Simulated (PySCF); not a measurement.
SMILES [CH3][Al]([CH3])[SiH2]F (C2H8AlFSi) (PBE0/def2-SVP optimised geometry):

```
13

Si     0.847    -1.946     0.000
F      2.491    -1.946     0.000
Al     0.069     0.400     0.000
C     -1.820     0.803    -0.341
C      1.376     1.814     0.360
H      0.407    -2.734     1.201
H      0.410    -2.748    -1.191
H     -2.491    -0.061    -0.218
H     -2.188     1.618     0.304
H     -1.940     1.156    -1.382
H      1.152     2.748    -0.180
H      2.407     1.509     0.122
H      1.360     2.062     1.438
```

Computed with PBE0/def2-TZVP run with PySCF 2.14.0.

Problem. What are the frontier orbital energies and the dipole moment?

Solution. HOMO-2 -9.25 eV, HOMO-1 -8.02 eV, HOMO -7.18 eV, LUMO -1.53 eV, LUMO+1 -0.45 eV; dipole moment 2.29 D.

Meta-Löwdin charges at PBE0/def2-TZVP: Si1 0.57, F2 -0.52, Al3 0.68, C4 -0.66, C5 -0.66, H6 -0.10, H7 -0.10, H8 0.13, H9 0.13, H10 0.13, H11 0.13, H12 0.13, H13 0.13.
